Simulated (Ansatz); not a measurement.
System: fluoro(dimethyl)silane, C2H7FSi (charge 0, singlet). 
Geometry from a B3LYP-D3(BJ)/def2-TZVP (Ansatz, a first-principles code) optimisation:
```xyz
11

Si    -0.0665     0.0739    -0.3508
C      1.3909    -1.0582    -0.1080
C     -1.5777    -0.4994     0.5724
F      0.3354     1.5377     0.2005
H     -0.3667     0.2357    -1.7933
H      1.1723    -2.0532    -0.5039
H      2.2745    -0.6785    -0.6245
H      1.6353    -1.1633     0.9512
H     -2.4046     0.2022     0.4480
H     -1.9054    -1.4740     0.2016
H     -1.3726    -0.5972     1.6407
```
Charge 0, spin multiplicity 1.

Basis-set convergence of Hartree-Fock and MP2 correlation energies (hartree) with Ansatz. Cores are frozen in the correlated levels unless marked. No spin-orbit coupling. No relativistic terms.

```
basis        functions       E(HF)  E(corr, MP2)
-----------  ---------  ----------  ------------
cc-pV(D+d)Z        100  -468.28038      -0.57933
cc-pV(T+d)Z        227         [?]           [?]
```

Task: Complete the blanks.

Result: 
- cc-pV(T+d)Z, E(HF): -468.36138
- cc-pV(T+d)Z, E(corr, MP2): -0.73543
